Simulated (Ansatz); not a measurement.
`C#CCCCCCCC` + `C[SiH3]` → `C#CCC[SiH3]` + `CCCCCC`  (formal exchange of groups at a C–C bond)

Isolated molecules relaxed with PBE0-D4/def2-TZVP in Ansatz; ΔE leaves out vibrations. CCSD(T)/CBS is the MP2 limit (def2-TZVPP, def2-QZVPP) plus CCSD(T) − MP2 in def2-TZVPP, frozen cores. This one scheme is used for every species. DFT in def2-TZVPP. B3LYP here is the variant with VWN-RPA as its local correlation; programs differ in this. Each species was taken in one conformer, which may not be the lowest.

`C#CCCCCCCC`:

```xyz
25

C    -1.201   -2.987   -3.306
C    -1.273   -2.439   -2.239
C    -1.365   -1.749   -0.965
C    -1.621   -0.250   -1.122
C    -1.800    0.471    0.208
C    -0.615    0.389    1.163
C     0.681    0.957    0.607
C     1.818    0.947    1.615
C     3.113    1.511    1.056
H    -1.137   -3.478   -4.247
H    -0.439   -1.919   -0.406
H    -2.168   -2.199   -0.370
H    -2.518   -0.111   -1.731
H    -0.797    0.192   -1.690
H    -2.016    1.525    0.002
H    -2.689    0.073    0.711
H    -0.872    0.928    2.082
H    -0.450   -0.650    1.472
H     0.509    1.985    0.263
H     0.990    0.392   -0.281
H     1.983   -0.081    1.960
H     1.519    1.518    2.501
H     2.983    2.547    0.733
H     3.914    1.492    1.798
H     3.450    0.936    0.188
```

`C[SiH3]`:

```xyz
8

C     0.906   -0.363   -0.148
Si   -0.811    0.325    0.133
H     1.100   -1.205    0.521
H     1.665    0.400    0.037
H     1.020   -0.713   -1.176
H    -1.843   -0.717   -0.118
H    -1.074    1.470   -0.781
H    -0.963    0.804    1.533
```

`C#CCC[SiH3]`:

```xyz
13

C     3.007    0.029    0.959
C     1.854    0.290    0.751
C     0.454    0.574    0.481
C    -0.219   -0.509   -0.369
Si   -2.029   -0.157   -0.729
H     4.030   -0.196    1.147
H    -0.074    0.687    1.434
H     0.382    1.545   -0.022
H     0.315   -0.619   -1.317
H    -0.142   -1.476    0.138
H    -2.615   -1.249   -1.550
H    -2.796   -0.047    0.543
H    -2.168    1.128   -1.467
```

`CCCCCC`:

Z-matrix (Å, degrees):
```
C
C 1 1.520
H 1 1.094 2 111.0
H 1 1.092 2 111.3 3 119.9
H 1 1.093 2 111.8 3 -120.0
C 2 1.524 1 113.9 3 56.2
H 2 1.095 1 109.2 3 -65.2
H 2 1.096 1 109.5 3 179.5
C 6 1.526 2 115.1 1 60.0
H 6 1.096 2 108.8 1 -61.9
H 6 1.095 2 108.9 1 -176.7
C 9 1.524 6 115.1 2 57.2
H 9 1.096 6 108.4 2 179.3
H 9 1.095 6 109.5 2 -65.8
C 12 1.520 9 113.9 6 60.0
H 12 1.095 9 108.4 6 -178.2
H 12 1.096 9 109.8 6 -63.2
H 15 1.092 12 111.3 9 176.1
H 15 1.094 12 111.0 9 56.2
H 15 1.093 12 111.8 9 -63.8
```

**Question.** Is it downhill or uphill in electronic energy at CCSD(T)/CBS, and by how much? (An estimate is asked.)

**Answer.** Ansatz gave: Uphill: ΔE = +3.7 kcal/mol.

**Question.** What do these levels give: r2SCAN-D4, B3LYP-D4, ωB97X-V, HF/def2-TZVPP, MP2/def2-TZVPP, MP2/CBS(def2)? (Estimate.)

**Answer.** Computed: r2SCAN-D4 3.9, B3LYP-D4 3.3, ωB97X-V 3.7, HF/def2-TZVPP 4.4, MP2/def2-TZVPP 3.7, MP2/CBS(def2) 3.7 kcal/mol.

Largest T1 diagnostic among the species: 0.011.
